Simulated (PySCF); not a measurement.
# Correlation energy of S²⁺ (sulfur, charge +2)

[Ne] 3s2 3p1 4s1, high-spin 3P determinant (an excited configuration). Computed with PySCF 2.14 in aug-cc-pV(D+d)Z (5s4p3d, 32 functions), with no relativity, point nucleus. Frozen: [Ne]; 4 electrons correlated.

| level | correlation energy (mhartree) |
| --- | --- |
| CCSD | -79.27 |
| (T) | -2.33 |
| CCSD(T) | -81.60 |
| CCSDT | -83.81 |

Diagnostics: T1 = 0.051, D1 = 0.1447, largest double amplitude 0.104.

Is a single reference adequate?

Not fully. The outer electron is Rydberg-like, and this basis confines it to a smaller radius and binds it less than a complete one would. T1 exceeds 0.03, a sign that the reference determinant is poor.
